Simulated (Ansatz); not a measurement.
Ansatz (an electronic-structure program) input (CCSD(T)/def2-TZVPP):

Ansatz 0.2 input:
```yaml
crystal:
  periodic: [false, false, false]
  atoms:
    - {symbol: Be, position_ang: [-0.00000000, -0.00000000, -1.40761641]}
    - {symbol: O, position_ang: [0.00000000, 0.00000000, 0.00000000]}
    - {symbol: Be, position_ang: [0.00000000, 0.00000000, 1.40761641]}
basis:
  gaussian:
    orbitals: def2-TZVPP
magnetization: {spin_polarized: true, initial_magnetization: 2}
correlation: {method: ccsd_t, electrons: outside_noble_gas}
```

Output:

```
Functional definition: HF
integrals: 0.06 GiB planned
514 factors; integrals over basis functions are off by at most 1.2e-3 eV
mean field: 0.12 GiB planned
mean field evaluation 1: about -2831.1382 eV, gradient 3.2e1 eV
mean field evaluation 2: about -2831.1469 eV, gradient 3.2e1 eV
mean field evaluation 4: about -2835.9463 eV, gradient 3.1e0 eV
mean field evaluation 8: about -2836.1403 eV, gradient 2.1e-1 eV
mean field evaluation 16: about -2836.0963 eV, gradient 1.2e0 eV
mean field evaluation 32: about -2830.4232 eV, gradient 2.7e-4 eV
mean field evaluation 64: about -2829.5556 eV, gradient 2.7e-3 eV
mean field -2836.14167443 eV, -104.2262841293 hartree, gradient 3.1e-6 eV, S^2 2.004013; 0 other end points of the search recorded, 0 dependent functions left out
3 core orbitals not correlated
reference -2836.14167443 eV, -104.2262841293 hartree; 6, 4 occupied and 60, 62 virtual orbitals, 514 factors
second order -7.44349601 eV of doubles, -0.00000000 eV of singles
coupled cluster: 0.21 GiB planned
cycle   1  -7.26202895 eV  change    1.8e-1 eV  update   6.8e-2
cycle   2  -7.43774396 eV  change   -1.8e-1 eV  update   2.2e-2
cycle   3  -7.49188267 eV  change   -5.4e-2 eV  update   1.2e-2
cycle   4  -7.48464724 eV  change    7.2e-3 eV  update   3.2e-3
cycle   5  -7.48385787 eV  change    7.9e-4 eV  update   1.2e-3
cycle   6  -7.48405606 eV  change   -2.0e-4 eV  update   3.3e-4
cycle   7  -7.48402855 eV  change    2.8e-5 eV  update   1.4e-4
cycle   8  -7.48405537 eV  change   -2.7e-5 eV  update   4.7e-5
cycle   9  -7.48405412 eV  change    1.2e-6 eV  update   1.6e-5
cycle  10  -7.48405182 eV  change    2.3e-6 eV  update   5.4e-6
perturbative correction -0.28671571 eV, -0.0105366080 hartree
Total energy: -2843.91244196 eV, -104.5118545690 hartree
```

This is an excited triplet: at this geometry the singlet lies 0.19 eV lower at CCSD(T)/CBS(def2-TZVPPD,def2-QZVPPD).
